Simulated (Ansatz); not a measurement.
Reaction (redistribution): `N[SiH2]S[SiH](N)F` + `[NH2][GeH2][O][SiH](N)Cl` → `[NH2][GeH2][O][SiH](N)F` + `N[SiH2]S[SiH](N)Cl`

Computed with Ansatz on PBE0-D4/def2-TZVP structures; ΔE is electronic, products minus reactants. CBS: MP2 limit from def2 TZ/QZ plus the TZ coupled-cluster correction, frozen cores. DFT in def2-TZVPP. B3LYP here is the variant with VWN-RPA as its local correlation; programs differ in this. For Ge outer-core shells are correlated without core-valence functions, which leaves a few kJ/mol of doubt a bond. Scalar relativity is left out up to krypton. One conformer a species, not always the lowest.

```json
{"level": "PBE-D4", "ΔE (kJ/mol)": "-3.5", "difference from CCSD(T)/CBS": "0.9"}
{"level": "r2SCAN-D4", "ΔE (kJ/mol)": "-3.2", "difference from CCSD(T)/CBS": "1.2"}
{"level": "PBE0-D4", "ΔE (kJ/mol)": "-4.0", "difference from CCSD(T)/CBS": "0.4"}
{"level": "B3LYP-D4", "ΔE (kJ/mol)": "-3.7", "difference from CCSD(T)/CBS": "0.7"}
{"level": "ωB97X-V", "ΔE (kJ/mol)": "-3.0", "difference from CCSD(T)/CBS": "1.4"}
{"level": "ωB97M-V", "ΔE (kJ/mol)": "-3.3", "difference from CCSD(T)/CBS": "1.1"}
{"level": "B2PLYP", "ΔE (kJ/mol)": "-3.8", "difference from CCSD(T)/CBS": "0.6"}
{"level": "PBE", "ΔE (kJ/mol)": "-3.1", "difference from CCSD(T)/CBS": "1.3"}
{"level": "r2SCAN", "ΔE (kJ/mol)": "-3.1", "difference from CCSD(T)/CBS": "1.3"}
{"level": "PBE0", "ΔE (kJ/mol)": "-3.6", "difference from CCSD(T)/CBS": "0.8"}
{"level": "B3LYP", "ΔE (kJ/mol)": "-3.1", "difference from CCSD(T)/CBS": "1.3"}
{"level": "HF/def2-TZVPP", "ΔE (kJ/mol)": "-3.3", "difference from CCSD(T)/CBS": "1.1"}
{"level": "MP2/def2-TZVPP", "ΔE (kJ/mol)": "-5.2", "difference from CCSD(T)/CBS": "-0.8"}
{"level": "SCS-MP2/def2-TZVPP", "ΔE (kJ/mol)": "-4.7", "difference from CCSD(T)/CBS": "-0.3"}
{"level": "CCSD/def2-TZVPP", "ΔE (kJ/mol)": "-4.2", "difference from CCSD(T)/CBS": "0.2"}
{"level": "CCSD(T)/def2-TZVPP", "ΔE (kJ/mol)": "-4.4", "difference from CCSD(T)/CBS": "0.0"}
{"level": "HF/def2-QZVPP", "ΔE (kJ/mol)": "-3.3", "difference from CCSD(T)/CBS": "1.1"}
{"level": "MP2/def2-QZVPP", "ΔE (kJ/mol)": "-5.2", "difference from CCSD(T)/CBS": "-0.8"}
{"level": "SCS-MP2/def2-QZVPP", "ΔE (kJ/mol)": "-4.8", "difference from CCSD(T)/CBS": "-0.4"}
{"level": "HF/CBS(def2)", "ΔE (kJ/mol)": "-3.3", "difference from CCSD(T)/CBS": "1.1"}
{"level": "MP2/CBS(def2)", "ΔE (kJ/mol)": "-5.3", "difference from CCSD(T)/CBS": "-0.9"}
{"level": "CCSD/CBS(def2)", "ΔE (kJ/mol)": "-4.3", "difference from CCSD(T)/CBS": "0.1"}
{"level": "CCSD(T)/CBS", "ΔE (kJ/mol)": "-4.4", "difference from CCSD(T)/CBS": "0"}
```

Largest T1 diagnostic among the species: 0.012.

CCSD(T)/CBS has its own doubt, a few kJ/mol and more with outer-core shells, so smaller differences from it don't rank the levels.
